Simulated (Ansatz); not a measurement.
Geometry optimisation, Ansatz 0.2.0, RKS PBE-D4/def2-SVP.

Input:

```yaml
crystal:
  periodic: [false, false, false]
  atoms:
    - { symbol: "N", position_ang: [0.99766, -0.40404, -0.7775] }
    - { symbol: In, position_ang: [-0.64901, 0.63974, -0.12902] }
    - { symbol: S, position_ang: [-1.50467, 1.98533, -1.9265] }
    - { symbol: H, position_ang: [0.88454, -1.40477, -0.64288] }
    - { symbol: H, position_ang: [1.22735, -0.27088, -1.75625] }
    - { symbol: H, position_ang: [-1.39244, 0.43827, 1.41678] }
    - { symbol: H, position_ang: [-0.67396, 1.32982, -2.72827] }
basis:
  gaussian: { orbitals: def2-SVP }
hamiltonian:
  xc: pbe
  dispersion: d4
relax:
  f_tol: 0.015
  max_steps: 40
```

Launched with:

```bash
$ ansatz run input.yaml --threads 1 --pin off --max-ram 2048MiB --backend cpu --events-out ev --progress --plain --runs-dir out
```

Question: Where does it end, and by what steps?

Answer: It converged. After 8 steps the energy has fallen by 0.127 eV; H4 moved furthest, 0.44 Å.

| step | energy less start (eV) | largest force component (eV/Å) | accepted |
| --- | --- | --- | --- |
| 0 | 0.0000 | 0.721 | yes |
| 1 | -0.0884 | 0.364 | yes |
| 2 | -0.0873 | 1.029 | no |
| 3 | -0.1099 | 0.226 | yes |
| 4 | -0.1216 | 0.162 | yes |
| 5 | -0.1263 | 0.054 | yes |
| 6 | -0.1263 | 0.063 | yes |
| 7 | -0.1265 | 0.019 | yes |
| 8 | -0.1268 | 0.005 | yes |

```xyz
7
Properties=species:S:1:pos:R:3
N 0.972 -0.462 -0.822
In -0.726 0.515 -0.220
S -1.610 2.048 -1.890
H 1.205 -1.339 -0.342
H 1.106 -0.595 -1.830
H -1.381 0.458 1.374
H -0.676 1.688 -2.815
```

Whether the end is a true minimum wasn't checked by a vibrational analysis.

The run took 16 s on 1 thread of Intel(R) Xeon(R) Platinum 8488C (Sapphire Rapids), on a shared host, peak memory 0.14 GiB.
